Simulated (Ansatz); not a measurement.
CH5NSn can be A, `C=[N][SnH3]`, or B, `[CH2]1[NH][SnH2]1`.

Computed with Ansatz on PBE0-D4/def2-TZVP structures; ΔE is electronic, products minus reactants. CBS: MP2 limit from def2 TZ/QZ plus the TZ coupled-cluster correction, frozen cores. Functionals use def2-TZVPP. B3LYP here is the variant with VWN-RPA as its local correlation; programs differ in this. Elements past krypton have def2 core potentials. For Sn outer-core shells are correlated without core-valence functions, which leaves a few kJ/mol of doubt a bond.

A:

Z-matrix (Å, degrees):
```
Sn
N 1 2.056
H 1 1.716 2 108.3
H 1 1.703 2 107.1 3 -120.4
H 1 1.703 2 107.1 3 120.4
C 2 1.258 1 119.1 3 -0.0
H 6 1.104 2 125.8 1 -0.0
H 6 1.099 2 119.5 1 -180.0
```

B:

Z-matrix (Å, degrees):
```
C
Sn 1 2.543
N 1 1.294 2 76.8
H 1 1.090 2 95.8 3 117.7
H 1 1.093 2 105.5 3 -122.8
H 2 1.749 1 103.4 3 -49.1
H 2 1.758 1 95.6 3 49.4
H 3 1.020 1 111.4 2 -94.8
```

**Question.** Which is lower in electronic energy at CCSD(T)/CBS, and by how much? (Best estimate.)

**Answer.** The calculation gave: A, by 7.4 kcal/mol.

**Question.** Give E(B) − E(A) in kcal/mol with PBE0-D4, ωB97M-V, LDA (SPW92), PBE-D4, r2SCAN-D4, B3LYP-D4, CCSD(T)/def2-TZVPP. (Best estimate.)

**Answer.** Ansatz gave: PBE0-D4 5.0, ωB97M-V 7.2, LDA (SPW92) 1.7, PBE-D4 1.7, r2SCAN-D4 4.3, B3LYP-D4 4.0, CCSD(T)/def2-TZVPP 9.0. None reverses the order clearly.

**Question.** Does the order hold for the free energy at 298.15 K (harmonic terms from PBE0-D4)? (An estimate is asked.)

**Answer.** Computed: Yes: G(B) − G(A) = +9.5 kcal/mol.

Largest T1 diagnostic: 0.016.

From r2SCAN to r2SCAN0 (25 % exact exchange), in def2-TZVPP and without D4, E(B) − E(A) moves by +1.6 kcal/mol. At CCSD(T), def2-SVP lies +1.4 kcal/mol from the extrapolated value and def2-TZVPP +1.6 kcal/mol.
